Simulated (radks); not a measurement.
Ionisation of the rubidium ion Rb3+, [Ar] 3d10 4s2 4p4, to [Ar] 3d10 4s2 4p3 as the strength of local exchange is varied. Calculated with a radial shooting solver on a logarithmic mesh with Libxc functionals: Dirac Kohn-Sham, Slater X-alpha exchange (alpha = 2/3 is LDA exchange), no correlation, spin-unpolarised, spherical densities, point nucleus; open shells fill j = l - 1/2 first.

alpha  E(Rb3+) (hartree)  exchange (hartree)  IE (eV)  -e of the level emptied (eV)  <r> of it (bohr)
0.667        -2972.09131           -92.91156   51.769                44.961 (4p3/2)             1.588
0.723        -2979.90135          -100.95397   52.851                46.010 (4p3/2)             1.575
0.766        -2985.91104          -107.15476   53.689                46.823 (4p3/2)             1.566
0.786        -2988.71001          -110.04635   54.082                47.204 (4p3/2)             1.561
0.892        -3003.58439          -125.45135   56.185                49.246 (4p3/2)             1.538
1            -3018.80835          -141.28458   58.369                51.371 (4p3/2)             1.516
1.01         -3020.22149          -142.75764   58.573                51.570 (4p3/2)             1.514

NIST Atomic Spectra Database: 52.2 +/- 0.25 eV (semi-empirical). The Delta-SCF value meets it near alpha = 0.69. Spin polarisation and multiplet splitting are left out, so open shells lie too high by an amount that depends on their filling.

Beside tabulated values, note that spin-unpolarised runs miss the spin-polarisation part of the exchange energy of open shells.
